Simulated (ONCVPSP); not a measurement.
Which change was made? (S, ONCV)

sulfur, optimised norm-conserving Vanderbilt (ONCV), made with ONCVPSP 4.0.1 (LDA (Perdew-Zunger), scalar-relativistic). Core [Ne], reference 3s2 3p4. Waves: 3s: rc 1.30 bohr, ncon 4, nbas 7, qcut 4.3 1/bohr, 2 projectors, debl 1.4 Ha; 3p: rc 1.60 bohr, ncon 4, nbas 8, qcut 5 1/bohr, 2 projectors, debl 3.6 Ha. Local part: polynomial inside 0.85 bohr (lpopt 5, dvloc0 4 Ha). Core correction: none.

Cutoffs, loose and tight: the cutoffs (Ha) at which the residual kinetic energy of the hardest occupied pseudo-wave falls to 1 and 0.1 mHa per electron. They do not see the model core or the augmentation charge, which bear on the density cutoff. Test errors are all-electron minus pseudo excitation energies from the reference, over the configurations 3s2 3p3; 3s2 3p2; 3s2 3p1; 3s2 3p3.5; variants that change the core or the reference have their own tests.

The base gives: outcome: generated; cutoff, loose: 23 Ha; cutoff, tight: 55 Ha; bound ghosts: none; GHOST(+) flags above zero: s; largest test error (meV): +97.

(1) After one change the result is: outcome: generated; cutoff, loose: 23 Ha; cutoff, tight: 55 Ha; bound ghosts: none; GHOST(+) flags above zero: s; largest test error (meV): +54. Which change was it?
A. p: rc 1.08
B. p: rc 2.3
C. p: rc 2.04

Answers

(1) B. The others give: p: rc 1.08 → outcome: generated; cutoff, loose: 153 Ha; cutoff, tight: 183 Ha; bound ghosts: p; GHOST(+) flags above zero: s, p; largest test error (meV): +94 | p: rc 2.04 → outcome: generated; cutoff, loose: 23 Ha; cutoff, tight: 55 Ha; bound ghosts: none; GHOST(+) flags above zero: s; largest test error (meV): +71.
